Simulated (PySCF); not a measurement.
Species: C5H10SSi.
Atom-mapped SMILES: `[CH3:1]/[CH:2]=[CH:3]/[CH:4]=[CH:5]/[S:6][SiH3:7]` (hydrogens: H8, H9, H10 on C1; H11 on C2; H12 on C3; H13 on C4; H14 on C5; H15, H16, H17 on Si7)

The same species was optimised twice, with GFN2-xTB and with PBE0-D3(BJ)/def2-SVP (PySCF), and the same property calculations (PySCF, gas phase) were run on both structures.

```csv
coordinate,GFN2-xTB,PBE0-D3(BJ)/def2-SVP,change
C4=C5 (Å),1.335,1.347,+0.012
C2=C3 (Å),1.334,1.344,+0.010
C3–C4 (Å),1.440,1.448,+0.008
C5–S6 (Å),1.747,1.755,+0.008
S6–Si7 (Å),2.153,2.150,-0.003
C1–C2 (Å),1.489,1.489,0.000
C4–C5–S6 (°),127.4,129.7,+2.3
C5–S6–Si7 (°),105.5,103.7,-1.8
C2–C3–C4 (°),123.4,124.2,+0.8
C1–C2–C3 (°),124.8,125.2,+0.4
C3–C4–C5 (°),123.3,123.1,-0.2
C2–C3–C4–C5 (°),179,179,0
C4–C5–S6–Si7 (°),-6,-2,+4
```

Rotational constants: A = 4432, B = 634.3, C = 560.5 MHz (GFN2-xTB) against A = 4476, B = 621.5, C = 551.1 MHz (PBE0-D3(BJ)/def2-SVP).

On the GFN2-xTB structure: lowest singlet, TDDFT (eV) 4.99 [CAM-B3LYP/def2-SVPD]; lowest triplet, Tamm–Dancoff (eV) 2.95 [CAM-B3LYP/def2-SVPD]; isotropic polarisability (au) 121.0 [CAM-B3LYP/def2-SVPD]; HOMO (eV) -7.06 [CAM-B3LYP/def2-SVPD]; LUMO (eV) 0.35 [CAM-B3LYP/def2-SVPD]; dipole (D) 1.65 [CAM-B3LYP/def2-SVPD]; HOMO (eV) -5.91 [PBE0/pcSseg-1]; LUMO (eV) -0.69 [PBE0/pcSseg-1]; dipole (D) 1.76 [PBE0/pcSseg-1]; GIAO shielding of C1 (ppm) 164.6 [PBE0/pcSseg-1]; GIAO shielding of C2 (ppm) 51.8 [PBE0/pcSseg-1]; GIAO shielding of C3 (ppm) 49.6 [PBE0/pcSseg-1]; GIAO shielding of C4 (ppm) 50.4 [PBE0/pcSseg-1]; GIAO shielding of C5 (ppm) 55.6 [PBE0/pcSseg-1]; GIAO shielding of S6 (ppm) 614.7 [PBE0/pcSseg-1]; GIAO shielding of Si7 (ppm) 414.6 [PBE0/pcSseg-1].

Q: What do these properties become on the PBE0-D3(BJ)/def2-SVP structure?

A: 
```csv
property,level,on GFN2-xTB,on PBE0-D3(BJ)/def2-SVP,change
"lowest singlet, TDDFT (eV)",CAM-B3LYP/def2-SVPD,4.99,4.97,-0.02
"lowest triplet, Tamm–Dancoff (eV)",CAM-B3LYP/def2-SVPD,2.95,2.89,-0.06
isotropic polarisability (au),CAM-B3LYP/def2-SVPD,121.0,123.8,+2.8
HOMO (eV),CAM-B3LYP/def2-SVPD,-7.06,-7.14,-0.08
LUMO (eV),CAM-B3LYP/def2-SVPD,0.35,0.23,-0.12
dipole (D),CAM-B3LYP/def2-SVPD,1.65,1.53,-0.12
"energy, GFN2-xTB geometry as zero (kcal/mol)",CAM-B3LYP/def2-SVPD,0.0,-1.6,-1.6
HOMO (eV),PBE0/pcSseg-1,-5.91,-6.00,-0.09
LUMO (eV),PBE0/pcSseg-1,-0.69,-0.81,-0.12
dipole (D),PBE0/pcSseg-1,1.76,1.62,-0.14
"energy, GFN2-xTB geometry as zero (kcal/mol)",PBE0/pcSseg-1,0.0,-1.6,-1.6
GIAO shielding of C1 (ppm),PBE0/pcSseg-1,164.6,163.0,-1.6
GIAO shielding of C2 (ppm),PBE0/pcSseg-1,51.8,49.6,-2.2
GIAO shielding of C3 (ppm),PBE0/pcSseg-1,49.6,46.7,-2.9
GIAO shielding of C4 (ppm),PBE0/pcSseg-1,50.4,48.4,-2.0
GIAO shielding of C5 (ppm),PBE0/pcSseg-1,55.6,53.5,-2.1
GIAO shielding of S6 (ppm),PBE0/pcSseg-1,614.7,609.0,-5.7
GIAO shielding of Si7 (ppm),PBE0/pcSseg-1,414.6,411.5,-3.1
```

The heavy atoms differ by 0.038 Å rms after alignment. Among bonds between heavy atoms C4=C5 changes most (+0.012 Å). Changes are differences of the printed values. Neither structure is proved a minimum here.

The values belong to the conformer `[CH3:1]/[CH:2]=[CH:3]/[CH:4]=[CH:5]/[S:6][SiH3:7]`: C2–C3–C4–C5 179°, C4–C5–S6–Si7 -2°.
